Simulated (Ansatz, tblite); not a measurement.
Cost and result up the ladder for SiH2MeEt (C₃H₁₀Si) (14 atoms). The state is a singlet with charge 0. Geometry: PBE-D4/def2-SVP.

Cartesian coordinates in Å:
```
Si -0.233 -0.035 0.888
H 0.805 0.608 1.776
H -1.541 0.675 1.143
C -0.404 -1.868 1.327
H 0.552 -2.405 1.165
H -1.180 -2.354 0.700
H -0.693 -1.999 2.389
C 0.264 0.202 -0.930
C 0.399 1.667 -1.366
H -0.490 -0.325 -1.557
H 1.220 -0.344 -1.092
H 0.693 1.757 -2.433
H -0.556 2.220 -1.241
H 1.165 2.203 -0.769
```

Ansatz on 4 threads of AMD EPYC 7B13 on a shared host; xTB runs through tblite on one thread. Times are rough, summed over both states, and most runs start from the orbitals of an earlier one. PBE0-D4/def2-TZVP serves as the yardstick here, not as an exact answer. The other state is a triplet.

The xTB rows come from tblite.

xTB has no spin-polarisation term.

```tsv
level	functions	vertical triplet (eV)	difference from PBE0-D4/def2-TZVP (eV)
GFN1-xTB	41	7.01	-0.47
r2SCAN-D4/def2-TZVP (with forces)	190	7.31	-0.16
PBE0-D4/def2-TZVP	190	7.48	0.00
PBE-D4/def2-TZVP	190	7.05	-0.43
GFN2-xTB	31	6.53	-0.95
```

(1) Estimate how long each takes.

Answers

(1) GFN2-xTB 0.014 s; GFN1-xTB 0.016 s; PBE-D4/def2-TZVP 4.2 s; PBE0-D4/def2-TZVP 7.8 s; r2SCAN-D4/def2-TZVP (with forces) 12 s. On shared hardware such times vary by a factor of up to 3.
